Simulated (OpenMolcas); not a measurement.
# C3H9Ga (trimethylgallium (TMGa)): the energy, rung by rung

C3H9Ga: 13 atoms, total charge 0, spin state singlet. SMILES: `C[Ga](C)C`. Geometry: relaxed at PBE0-D4/def2-TZVP.

```
atom    x (Å)    y (Å)    z (Å)
   C  -0.3866   1.6627  -0.9900
  Ga   0.0309  -0.0152  -0.0333
   C   1.4043  -0.0170   1.3876
   C  -0.9848  -1.6621  -0.4331
   H   0.4960   2.2955  -1.1056
   H  -1.1189   2.2356  -0.4106
   H  -0.8224   1.4795  -1.9741
   H   2.2071   0.6933   1.1791
   H   1.8381  -1.0071   1.5405
   H   0.9440   0.2865   2.3342
   H  -1.3177  -1.6954  -1.4726
   H  -1.8823  -1.6929   0.1945
   H  -0.4080  -2.5635  -0.2165
```

Each level gives the energy change with the C4–H12 bond stretched from 1.096 to 1.260 Å (eV). The values are calculated.

```json
{"level": "HF/def2-SVP (restricted)", "kind": "Hartree–Fock", "program": "OpenMolcas", "value (eV)": "0.35", "CPU time (all runs)": "71 s"}
{"level": "SVWN5/def2-SVP (restricted)", "kind": "LDA", "program": "OpenMolcas", "value (eV)": "0.25", "CPU time (all runs)": "2.4 min"}
{"level": "revPBE/def2-SVP (restricted)", "kind": "GGA", "program": "OpenMolcas", "value (eV)": "0.25", "CPU time (all runs)": "3 min"}
{"level": "r2SCAN/def2-SVP (restricted)", "kind": "meta-GGA", "program": "OpenMolcas", "value (eV)": "0.29", "CPU time (all runs)": "3.8 min"}
{"level": "MP2/def2-SVP (restricted)", "kind": "perturbation theory", "program": "OpenMolcas", "value (eV)": "0.31", "CPU time (all runs)": "58 s"}
```

All-electron rows without a relativistic Hamiltonian named are non-relativistic. The first shape isn't each level's own minimum. The values span 0.25 to 0.35 eV. In the correlated wave-function rows the outer d shell of Ga is correlated, in sets not made for it. CPU times are rough (shared hosts, several kinds of processor): they show what a rung costs within a factor of a few.
